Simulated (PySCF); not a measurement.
A geometry optimisation, step by step.

Species: C8H8.
Numbering: `[CH:1]1=[CH:2]\[CH:3]=[CH:4]/[CH:5]=[CH:6]\[CH:7]=[CH:8]/1` (hydrogens: H9 on C1; H10 on C2; H11 on C3; H12 on C4; H13 on C5; H14 on C6; H15 on C7; H16 on C8)

Method: PySCF 2.14.0, PBE/def2-SV(P) geometry optimisation, gas phase; density fitting, grid level 1; the optimiser is geomeTRIC in internal coordinates, started from a GFN2-xTB structure. The frame can shift and turn from step to step; on so coarse a grid that alone can change the energy by a few meV, and forces under 0.02 eV/Å are noise.

Step 0: E = -8406.2856 eV, largest atomic force 1.096 eV/Å
```
atom  x, y, z in Å  |  force x, y, z in eV/Å
C1     -1.473   -0.713    0.495   -0.577   0.926  -0.075
C2     -0.499   -1.600    0.331    0.939  -0.458  -0.330
C3      0.628   -1.472   -0.597   -0.892  -0.578   0.244
C4      1.523   -0.491   -0.601    0.498   0.935   0.237
C5      1.550    0.647    0.322    0.539  -0.892  -0.329
C6      0.576    1.534    0.488   -0.979   0.487  -0.077
C7     -0.706    1.541   -0.223    0.922   0.542   0.167
C8     -1.600    0.560   -0.221   -0.462  -0.975   0.175
H9     -2.300   -0.943    1.159   -0.607  -0.313   0.508
H10    -0.542   -2.545    0.863   -0.166  -0.712   0.435
H11     0.744   -2.304   -1.283    0.228  -0.610  -0.550
H12     2.359   -0.534   -1.290    0.628  -0.170  -0.555
H13     2.488    0.780    0.849    0.700   0.233   0.434
H14     0.730    2.379    1.150    0.258   0.638   0.505
H15    -0.936    2.472   -0.730   -0.313   0.692  -0.395
H16    -2.550    0.700   -0.725   -0.714   0.255  -0.396
```

Step 1: E = -8406.5088 eV, largest atomic force 0.135 eV/Å
```
atom  x, y, z in Å  |  force x, y, z in eV/Å
C1     -1.505   -0.733    0.468   -0.079  -0.047   0.100
C2     -0.511   -1.638    0.302   -0.021  -0.099   0.089
C3      0.660   -1.513   -0.579    0.030  -0.077  -0.106
C4      1.574   -0.513   -0.584    0.080  -0.025  -0.106
C5      1.594    0.669    0.293    0.095   0.030   0.092
C6      0.601    1.574    0.460    0.039   0.083   0.097
C7     -0.716    1.575   -0.198   -0.047   0.094  -0.084
C8     -1.629    0.575   -0.195   -0.097   0.039  -0.084
H9     -2.359   -1.023    1.116    0.029  -0.004  -0.051
H10    -0.614   -2.613    0.824   -0.016   0.036  -0.043
H11     0.839   -2.373   -1.259    0.012   0.029   0.049
H12     2.443   -0.617   -1.266   -0.028  -0.014   0.050
H13     2.557    0.864    0.810   -0.038   0.011  -0.043
H14     0.813    2.453    1.104    0.007  -0.028  -0.051
H15    -1.005    2.531   -0.684   -0.003  -0.037   0.044
H16    -2.608    0.774   -0.678    0.037   0.008   0.045
```

Step 2: E = -8406.5136 eV, largest atomic force 0.030 eV/Å
```
atom  x, y, z in Å  |  force x, y, z in eV/Å
C1     -1.513   -0.739    0.461    0.008   0.015   0.024
C2     -0.519   -1.646    0.294    0.017   0.003   0.021
C3      0.668   -1.521   -0.573   -0.017   0.008  -0.020
C4      1.582   -0.521   -0.576   -0.007   0.014  -0.022
C5      1.601    0.676    0.286   -0.004  -0.018   0.024
C6      0.607    1.583    0.452   -0.012  -0.007   0.021
C7     -0.721    1.582   -0.189    0.014  -0.003  -0.024
C8     -1.635    0.581   -0.186    0.002  -0.012  -0.026
H9     -2.372   -1.038    1.095   -0.005  -0.006  -0.023
H10    -0.633   -2.624    0.804   -0.010  -0.002  -0.022
H11     0.858   -2.385   -1.241    0.010  -0.004   0.022
H12     2.457   -0.635   -1.247    0.006  -0.009   0.021
H13     2.566    0.882    0.790    0.001   0.009  -0.022
H14     0.828    2.468    1.082    0.006   0.005  -0.023
H15    -1.020    2.539   -0.662   -0.006   0.001   0.024
H16    -2.618    0.789   -0.655   -0.002   0.006   0.023
```

Step 3: E = -8406.5156 eV, largest atomic force 0.043 eV/Å
```
atom  x, y, z in Å  |  force x, y, z in eV/Å
C1     -1.518   -0.742    0.454    0.016   0.023  -0.017
C2     -0.524   -1.649    0.288    0.021   0.028  -0.017
C3      0.672   -1.526   -0.567   -0.021   0.018   0.019
C4      1.588   -0.526   -0.570   -0.025   0.020   0.024
C5      1.604    0.680    0.280   -0.023  -0.021  -0.017
C6      0.610    1.588    0.446   -0.023  -0.023  -0.017
C7     -0.725    1.586   -0.183    0.025  -0.020   0.010
C8     -1.640    0.585   -0.180    0.031  -0.025   0.014
H9     -2.384   -1.050    1.073   -0.015  -0.004   0.001
H10    -0.650   -2.632    0.783   -0.002  -0.014   0.000
H11     0.875   -2.397   -1.221    0.003  -0.015  -0.002
H12     2.471   -0.651   -1.227    0.014  -0.002  -0.001
H13     2.573    0.898    0.770    0.014   0.004   0.000
H14     0.840    2.481    1.059    0.002   0.015   0.002
H15    -1.031    2.548   -0.639   -0.003   0.015   0.001
H16    -2.627    0.802   -0.632   -0.013   0.002   0.001
```

Step 4: E = -8406.5158 eV, largest atomic force 0.024 eV/Å
```
atom  x, y, z in Å  |  force x, y, z in eV/Å
C1     -1.520   -0.743    0.451    0.018   0.013  -0.009
C2     -0.526   -1.651    0.285    0.003   0.003  -0.005
C3      0.674   -1.528   -0.564   -0.008   0.013   0.016
C4      1.588   -0.527   -0.566    0.000   0.004   0.002
C5      1.605    0.682    0.278   -0.011  -0.009  -0.004
C6      0.612    1.591    0.442   -0.006  -0.007  -0.010
C7     -0.725    1.587   -0.181    0.011  -0.016   0.014
C8     -1.639    0.586   -0.176   -0.007  -0.002   0.000
H9     -2.390   -1.055    1.062   -0.004   0.001   0.002
H10    -0.657   -2.637    0.773   -0.001  -0.006   0.001
H11     0.881   -2.403   -1.212    0.001  -0.003  -0.002
H12     2.476   -0.658   -1.216    0.007   0.000  -0.004
H13     2.577    0.904    0.761    0.005  -0.001   0.002
H14     0.844    2.488    1.049    0.002   0.005   0.002
H15    -1.035    2.551   -0.631   -0.002   0.003  -0.002
H16    -2.629    0.806   -0.623   -0.008   0.001  -0.004
```

Problem. Summarise the path.

Solution. The energy falls by 5.31 kcal/mol from step 0 to step 4; nine tenths of that is first reached at step 1. It falls at every step. The largest force goes from 1.096 to 0.024 eV/Å. Among the bonds C1=C2 changes most (a near tie, within 0.001 Å, with another), from 1.327 to 1.356 Å; the atoms move by 0.135 Å rms after alignment.

What follows is the cost of the whole optimisation. On Arm Neoverse V1, one thread, no GPU, shared host with 64 logical CPUs at a one-minute load of 53, this took 52 s and 0.56 GiB of memory at its peak.
